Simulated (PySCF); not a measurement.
Structure problem from calculated spectra and properties.

Formula: C6H8FNO.

| Item | Value |
| --- | --- |
| 1H NMR | chemical shifts (computed TMS as zero) by class: 6.18 (1 H), 6.11 (1 H), 5.72 (1 H), 5.30 (1 H), 4.80 (1 H), 1.99 (3 H) ppm [GIAO PBE0/pcSseg-1] |
| 13C NMR | chemical shifts (computed TMS as zero) by class: 171.6 (1 C), 164.6 (1 C), 143.3 (1 C), 127.1 (1 C), 110.3 (1 C), 21.4 (1 C) ppm [GIAO PBE0/pcSseg-1] |
| Triplet | lowest triplet excitation (Tamm–Dancoff): 3.02 eV [TDA PBE0/def2-SVPD] |
| Rotational structure | rotational constants A, B, C: 3.291, 0.971, 0.753 GHz [GFN2-xTB] |
| Polarisability | 92.1 au [PBE0/def2-SVPD] |
| Dipole | 3.79 D [PBE0/def2-SVPD] |
| UV, first state | lowest singlet excitation: 4.24 eV (293 nm, f = 0.000) [TDDFT PBE0/def2-SVPD] |

Electronic properties: PySCF, gas phase, density fitting. Levels stand in brackets. The structure is a single GFN2-xTB conformer in the gas phase; no vibrational or solvent corrections. NMR classes are plain means over equivalent atoms (diastereotopic ones count apart unless rotation or inversion swaps them), as if these changed places fast.

Question: What is the compound? Reason from the data.

Answer: Numbering: `[CH2:1]=[C:2]([CH3:3])/[C:4]([F:5])=[CH:6]/[C:7]([NH2:8])=[O:9]`. Its formula, C6H8FNO, gives 3 degrees of unsaturation: 0 rings and 3 π bonds in the structure found. 6 carbons fall into 6 classes; from least to most shielded: vinylic C–F carbon [C4] (171.6 ppm), amide carbonyl carbon [C7] (164.6 ppm), fully substituted alkene carbon [C2] (143.3 ppm), terminal =CH2 carbon [C1] (127.1 ppm), alkene CH carbon [C6] (110.3 ppm), allylic carbon [C3] (21.4 ppm). Hydrogen classes from least to most shielded: 1 H on an amide nitrogen, N8 (6.18 ppm), 1 H on a terminal =CH2 carbon, C1 (6.11 ppm), 1 H on a terminal =CH2 carbon, C1 (5.72 ppm), 1 H on an alkene CH carbon, C6 (5.30 ppm), 1 H on an amide nitrogen, N8 (4.80 ppm), 3 H on an allylic carbon, C3 (1.99 ppm). S1 is mainly HOMO−1→LUMO (weight 0.95); the largest Löwdin shares of the orbital it empties are 0.73 on the amide oxygen, 0.10 on the amide carbonyl carbon, 0.07 on the alkene CH carbon and 0.06 on the amide nitrogen, of the orbital it fills 0.20 on the terminal =CH2 carbon, 0.17 on the alkene CH carbon, 0.17 on the vinylic C–F carbon and 0.12 on the fully substituted alkene carbon. The optimised geometry has point group Cs and is an asymmetric top. Structure: `C=C(C)/C(F)=C/C(N)=O`. Computed isomers that give other values at the same levels: `CN1CCC(C=O)=C1F` (13C chemical shifts (computed TMS as zero) by class: 180.3 (1 C), 172.9 (1 C), 95.2 (1 C), 50.2 (1 C), 31.4 (1 C), 24.4 (1 C) ppm); `C=CN(C)C(=O)/C=C\F` (rotational constant A: 2.017 GHz; this holds for the one conformer computed); `CN(C)C(=O)[C@@H]1C=C1F` (13C chemical shifts (computed TMS as zero) by class: 173.4 (1 C), 148.0 (1 C), 74.0 (1 C), 37.4 (1 C), 36.0 (1 C), 34.2 (1 C) ppm). The assignments are read from this structure; whether some other isomer fits the data as well wasn't checked.

Conformer computed: `[CH2:1]=[C:2]([CH3:3])/[C:4]([F:5])=[CH:6]/[C:7]([NH2:8])=[O:9]`: C1–C2–C4–F5 0°, C4–C6–C7–N8 0°, H–N8–C7–C6 180°, H–N8–C7–C6 0°.
